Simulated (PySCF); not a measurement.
## Working out the ionisation energy of Au

Au [Xe] 4f14 5d10 6s1 (2S) → Au⁺ [Xe] 4f14 5d10 (1S). Calculation: PySCF 2.14, in def2-QZVPPD with the def2 core potential (60 electrons) (7s5p4d4f2g, 88 functions); a scalar-relativistic core potential. Frozen: nothing. Energies in hartree (1 hartree = 27.21139 eV):

```json
{"part": "UHF", "Au (lower)": "-134.789917", "Au⁺ (upper)": "-134.507463"}
{"part": "CCSD correlation", "Au (lower)": "-0.621782", "Au⁺ (upper)": "-0.574530"}
{"part": "(T)", "Au (lower)": "-0.023295", "Au⁺ (upper)": "-0.018381"}
```

Q: What does Hartree-Fock give?

A: (-134.507463) − (-134.789917) = 0.282454 hartree = 7.686 eV.

Q: What do CCSD and CCSD(T) give?

A: The CCSD correlation energies differ by 0.047252 hartree = 1.286 eV and the triples by 0.004914 hartree = 0.134 eV, so CCSD gives 8.972 eV and CCSD(T) 9.106 eV.

Measured between the centres of the two terms (NIST): 9.226 eV, so CCSD(T) (valence and next inner shell) is off by -0.120 eV.

What remains against the reference includes basis incompleteness and higher excitations.
